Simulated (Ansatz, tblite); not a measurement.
Spin states of the cluster Na₃S⁺, each relaxed with PBE0-D4/def2-TZVP in Ansatz. Electronic energies in the gas phase.

The xTB rows come from tblite. B3LYP takes the VWN-RPA correlation. Correlated methods freeze 8 core orbitals; core or outer-core shells of Na are correlated, in sets that lack core-valence functions. In the quintet geometry the species has come apart into loosely held pieces. The structure comes from a short search, and lower isomers may exist.

Singlet geometry (D3h within 0.1 Å):

Cartesian coordinates in Å:
```
Na -1.250 1.760 1.231
Na -0.963 -2.281 -0.223
Na 2.210 0.523 -1.010
S 0.002 -0.002 0.003
```

Triplet geometry:

```xyz
4

Na    1.156   -2.007    0.765
Na   -2.328    0.644   -1.947
Na    1.533    1.241    1.481
S    -0.361    0.122   -0.299
```

Quintet geometry (C∞v within 0.1 Å):

```xyz
4

Na    3.203   -4.603    0.023
Na   -0.918    1.360    0.006
Na   -3.326    4.725   -0.042
S     1.041   -1.482    0.012
```

⟨S²⟩: triplet 2.00 at PBE0-D4/def2-TZVP (pure 2.00), quintet 6.01 at PBE0-D4/def2-TZVP (pure 6.00).

Only these spin states were relaxed. The quintet has fallen apart into loose fragments. The triplet has other bonds than the singlet, so the gap mixes isomer and spin. The quintet has other bonds than the singlet, so the gap mixes isomer and spin.

| level | triplet − singlet (kcal/mol) | quintet − singlet (kcal/mol) | lowest of these |
| --- | --- | --- | --- |
| GFN2-xTB | 25.1 | 117.9 | singlet |
| HF/6-31G | 38.1 | 101.0 | singlet |
| B3LYP-D4/6-31G | 55.2 | 134.6 | singlet |
| PBE0-D4/def2-TZVP | 57.4 | 141.5 | singlet |
| BHLYP-D4/def2-TZVP | 56.2 | 136.5 | singlet |
| ωB97X-V/def2-TZVP | 62.3 | 155.4 | singlet |
| B2PLYP/def2-TZVP | 59.3 | 147.2 | singlet |
| MP2/def2-TZVP | 62.6 | 149.3 | singlet |
| MP2/def2-TZVPP | 62.7 | 149.4 | singlet |
| CCSD(T)/def2-TZVPP | 58.9 | 145.7 | singlet |

Question: Estimate the rows for GFN1-xTB, HF/def2-TZVP, HF/def2-TZVPP, PBE-D4/def2-TZVP, r2SCAN-D4/def2-TZVP, B97M-V/def2-TZVP, B3LYP-D4/def2-TZVP, RPA@PBE/def2-TZVP, CCSD/def2-TZVPP.

Answer: 
| level | triplet − singlet (kcal/mol) | quintet − singlet (kcal/mol) | lowest of these |
| --- | --- | --- | --- |
| GFN1-xTB | 66.3 | 209.5 | singlet |
| HF/def2-TZVP | 37.7 | 101.2 | singlet |
| HF/def2-TZVPP | 37.7 | 101.1 | singlet |
| PBE-D4/def2-TZVP | 57.1 | 139.8 | singlet |
| r2SCAN-D4/def2-TZVP | 60.3 | 149.4 | singlet |
| B97M-V/def2-TZVP | 58.8 | 147.1 | singlet |
| B3LYP-D4/def2-TZVP | 57.2 | 137.9 | singlet |
| RPA@PBE/def2-TZVP | 53.6 | 134.1 | singlet |
| CCSD/def2-TZVPP | 57.0 | 142.2 | singlet |

The xTB methods have no spin-polarisation term.
